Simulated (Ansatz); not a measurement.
Cost and result up the ladder for the cluster Li₆N₂ (the lowest singlet isomer of a short search) (8 atoms). The state is a singlet with charge 0. Geometry: r2SCAN-D4/def2-TZVP.

```xyz
8

Li    0.748   -0.580    1.047
Li   -0.071   -3.199   -0.452
Li   -1.237   -0.289   -0.627
Li   -1.416    1.080    1.870
Li    1.273   -0.618   -1.617
Li    0.562    2.258   -0.276
N     0.488    0.451   -0.505
N    -0.346    0.896    0.560
```

Ansatz on 4 threads of Arm Neoverse V2 on a shared host. Times are rough, and most runs start from the orbitals of an earlier one. No level here is sound enough to serve as a yardstick. Binding counts from free atoms at the same level (Li doublet, N quartet; other spins of the atoms weren't run), without zero-point energy or a counterpoise term.

Correlated methods freeze 2 core orbitals; core or outer-core shells of Li are correlated, in sets that lack core-valence functions. The structure comes from a short search, and lower isomers may exist.

Run but left out: B2PLYP/def2-TZVP (restricted singlet, unstable in another Hartree–Fock run and untested here); HF/def2-TZVP (restricted singlet, unstable towards broken spin symmetry).

Correlated methods converge slowly with the basis.

| level | functions | wall time |
| --- | --- | --- |
| PBE-D4/def2-SVP | 82 | 0.95 s |
| PBE0-D4/def2-SVP | 82 | 1 s |
| PBE-D4/def2-TZVP | 146 | 1.1 s |
| revPBE-D4/def2-TZVP | 146 | 1.1 s |
| PBE0-D4/def2-TZVP | 146 | 1.2 s |
| BLYP-D4/def2-TZVP | 146 | 1.5 s |
| PBE-D4/def2-TZVPD | 176 | 1.7 s |
| PBE0-D4/def2-TZVPD | 176 | 2 s |
| RPA@PBE/def2-TZVP | 146 | 2.6 s |
| r2SCANh-D4/def2-TZVP | 146 | 2.7 s |
| r2SCAN0-D4/def2-TZVP | 146 | 3 s |
| r2SCAN-D4/def2-TZVP (with forces) | 146 | 3.1 s |
| r2SCAN-D4/def2-TZVPD | 176 | 3.4 s |
| CCSD(T)/def2-TZVPP | 176 | 42 s |

Question: Estimate what each level gives for the binding energy per atom (eV).

Answer: 
```tsv
level	binding energy per atom (eV)	remarks
PBE-D4/def2-SVP	2.19	restricted SCF unstable in HF
PBE0-D4/def2-SVP	2.02	restricted SCF unstable in HF
PBE-D4/def2-TZVP	2.11	restricted SCF unstable in HF
revPBE-D4/def2-TZVP	1.99	restricted SCF unstable in HF
PBE0-D4/def2-TZVP	1.95	restricted SCF unstable in HF
BLYP-D4/def2-TZVP	2.08	restricted SCF unstable in HF
PBE-D4/def2-TZVPD	2.12	restricted SCF unstable in HF
PBE0-D4/def2-TZVPD	1.96	restricted SCF unstable in HF
RPA@PBE/def2-TZVP	1.68	restricted SCF unstable in HF
r2SCANh-D4/def2-TZVP	1.92	restricted SCF unstable in HF
r2SCAN0-D4/def2-TZVP	1.86	restricted SCF unstable in HF
r2SCAN-D4/def2-TZVP (with forces)	1.96	restricted SCF unstable in HF
r2SCAN-D4/def2-TZVPD	1.97	restricted SCF unstable in HF
CCSD(T)/def2-TZVPP	1.88	large T1 (0.020), restricted SCF unstable
```
